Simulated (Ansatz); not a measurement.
Reactions of `[SH][Hf]([SH])([SH])[Cl]`.

Computed with Ansatz on PBE0-D4/def2-TZVP structures; ΔE is electronic, products minus reactants. CCSD(T)/CBS is the MP2 limit (def2-TZVPP, def2-QZVPP) plus CCSD(T) − MP2 in def2-TZVPP, frozen cores. This one scheme is used for every species. Functionals use def2-TZVPP. def2 core potentials past Kr. For Hf outer-core shells are correlated without core-valence functions, which leaves a few kJ/mol of doubt a bond. Each species was taken in one conformer, which may not be the lowest.

```csv
reaction,PBE0-D4 (kJ/mol),B2PLYP (kJ/mol),CCSD(T)/CBS(def2) (kJ/mol)
`[SH][Hf]([SH])([SH])[Cl]` + H₂O → `[OH][Hf]([SH])([SH])[SH]` + HCl,26,20,25
`[SH][Hf]([SH])([SH])[Cl]` + H–F → `[F][Hf]([SH])([SH])[SH]` + HCl,-15,-23,-12
`[SH][Hf]([SH])([SH])[Cl]` + H₂S → `[SH][Hf]([SH])([SH])[SH]` + HCl,67,71,68
`[SH][Hf]([SH])([SH])[Cl]` + HCl → `[SH][Hf]([SH])([Cl])[Cl]` + H₂S,-65,-70,-66
```

Largest T1 diagnostic: 0.017, for `[SH][Hf]([SH])([SH])[SH]`.
